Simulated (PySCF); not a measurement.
Working out the ionisation energy of Ru

Ru [Kr] 4d7 5s1 (5F) → Ru⁺ [Kr] 4d7 (4F). Computed with PySCF 2.14 in aug-cc-pwCVDZ-PP with ECP28MDF (6s6p5d3f, 70 functions), with a scalar-relativistic core potential. Frozen: nothing. Energies in hartree (1 hartree = 27.21139 eV):

```
             part  Ru (lower)  Ru⁺ (upper)
              UHF  -93.813985   -93.582777
MP2 opposite-spin   -0.307141    -0.288212
    MP2 same-spin   -0.156601    -0.135326
```

Q: What does Hartree-Fock give?

A: (-93.582777) − (-93.813985) = 0.231208 hartree = 6.291 eV.

Q: What do MP2 and SCS-MP2 (6/5 opposite-spin, 1/3 same-spin) give?

A: The opposite-spin parts differ by 0.515 eV and the same-spin parts by 0.579 eV. MP2: 6.291 + (0.515) + (0.579) = 7.385 eV. SCS-MP2: 6.291 + 1.2 × (0.515) + (0.579)/3 = 7.102 eV.

Measured between the centres of the two terms (NIST): 7.365 eV, so MP2 (valence and next inner shell) is off by 0.020 eV.

A double-zeta basis recovers only part of the correlation energy.

What remains against the reference includes basis incompleteness and correlation beyond second order.
